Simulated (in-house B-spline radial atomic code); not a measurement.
**RPA and G0W0 on CAM-B3LYP: Sn2+**

Configuration [Kr] 4d10 5s2, mean-field start CAM-B3LYP. Computed with an all-electron radial atomic-structure program (B-spline basis): all electrons, scalar-relativistic (spin-free one-electron X2C), finite nucleus, each spin shell either full or empty, empty states to l = 9 with an (l + 1/2)⁻⁴ tail; G0W0 by contour deformation at full frequency.

Command:
```bash
python run_gw.py task.json out
```
Settings (radii: box in bohr, nucleus in fm):
```
Z                        50
electrons                48
configuration            [Kr] 4d10 5s2
hamiltonian              x2c
method                   camb3lyp
lmax                     9
rms_radius               4.6519
spin_polarised           False
box_radius               17.55
intervals                69
ion_configuration        [Kr] 4d10 5s1
```

Time taken, with all properties: 14 s on 1 thread of Arm Neoverse N1, on a shared host.

Energies (hartree):

```tsv
term	value
mean-field total	-6176.09982
Hartree-Fock functional on these orbitals	-6173.05153
direct second order	-4.2259
second-order exchange	1.1639
SOSEX correction	1.0825
```

What is the RPA correlation energy, and what remains with SOSEX?

RPA gives -3.7129 hartree (-2.1 eV per electron); RPA + SOSEX gives -2.6304, and the second-order doubles -3.062 hartree (no singles). SOSEX takes back 29 % of the RPA value.

Quasi-particle levels (eV):

```
level  occupied  mean field  Σx - vxc     Σc  QP weight     G0W0
   5s       yes     -28.544     -0.27      ?          ?        ?
   4d       yes      -47.30     -5.54   0.88      0.902   -51.97
   5p        no     -15.914      2.63  -1.23      0.962  -14.510
```

G0W0 = mean field + (Σx - vxc) + Σc, with Σc (partial-wave tail included) taken at the quasi-particle energy. Only the outer levels were computed. Levels of low weight are left out.

Where does G0W0 put 5s?

At -30.84 eV, with Σc = -2.03 eV and a quasi-particle weight of 0.958. The tabulated removal energy is 30.506 ± 0.003 eV (NIST, measured); the calculation leaves out spin-orbit coupling, Breit and QED terms, and what these don't explain is the method's own error.

What does it cost to remove one electron (to [Kr] 4d10 5s1) by differences of total energies, each species on its own start (correlation terms add to the Hartree-Fock functional)?

CAM-B3LYP 30.67 eV, Hartree-Fock functional 28.501 eV, + RPA 30.65 eV, + RPA + SOSEX 30.17 eV, + second order 31.31 eV. Tabulated: 30.506 ± 0.003 eV (NIST, measured); the calculation leaves out spin-orbit coupling, Breit and QED terms, and what these don't explain is the method's own error.
